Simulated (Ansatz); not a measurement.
Abridged output of a molecular run in Ansatz:

```
Functional definition: HF
1411 factors; integrals over basis functions are off by at most 1.0e-3 eV
mean field evaluation 1: about -67495.3870 eV, gradient 3.7e1 eV
mean field evaluation 2: about -67495.6651 eV, gradient 3.8e1 eV
mean field evaluation 4: about -67499.1710 eV, gradient 4.2e0 eV
mean field evaluation 8: about -67499.2454 eV, gradient 3.1e-1 eV
mean field evaluation 16: about -67499.2458 eV, gradient 1.3e-6 eV
mean field -67499.24577239 eV, -2480.5515295033 hartree, gradient 1.3e-6 eV, S^2 0.000000; 0 other end points of the search recorded, 0 dependent functions left out
16 core orbitals not correlated: weight in the atoms' cores, before any rotation towards them, 1.000 or more for the frozen orbitals, at most 0.000 for the correlated occupied ones
reference -67499.24577239 eV, -2480.5515295033 hartree; 17, 17 occupied and 203, 203 virtual orbitals, 1411 factors
second order -21.42694993 eV of doubles, -0.00000000 eV of singles
cycle   1  -21.54640267 eV  change   -1.2e-1 eV  update   1.2e-1
cycle   2  -22.22628508 eV  change   -6.8e-1 eV  update   3.7e-2
cycle   3  -22.36928292 eV  change   -1.4e-1 eV  update   2.0e-2
cycle   4  -22.35294871 eV  change    1.6e-2 eV  update   5.3e-3
cycle   5  -22.35118713 eV  change    1.8e-3 eV  update   2.8e-3
cycle   6  -22.35213482 eV  change   -9.5e-4 eV  update   9.2e-4
cycle   7  -22.35163056 eV  change    5.0e-4 eV  update   4.4e-4
cycle   8  -22.35160081 eV  change    3.0e-5 eV  update   1.5e-4
cycle   9  -22.35168673 eV  change   -8.6e-5 eV  update   5.6e-5
cycle  10  -22.35168761 eV  change   -8.7e-7 eV  update   2.0e-5
perturbative correction -0.89427155 eV, -0.0328638732 hartree
Total energy: -67522.49173155 eV, -2481.4058027456 hartree
```

Its atoms:

Z-matrix (Å, degrees):
```
Ge
Si 1 2.368
H 1 1.537 2 110.7
H 1 1.535 2 109.3 3 120.4
H 1 1.538 2 109.8 3 -119.7
C 2 1.813 1 122.1 3 -133.2
O 2 1.672 1 116.5 3 -76.1
H 2 1.485 1 116.0 3 64.7
H 6 1.088 2 121.9 1 -1.3
H 6 1.088 2 121.3 1 -160.5
```

(1) Which basis set was used?
A. def2-QZVPP
B. cc-pV(D+d)Z
C. def2-TZVPP
D. def2-TZVPPD

(2) Write the keys of the input that set method, charge and spin (a neutral closed shell needs none for the last two).

Answers

(1) C. It gives 236 functions.

(2) 
```yaml
correlation: {method: ccsd_t}
```
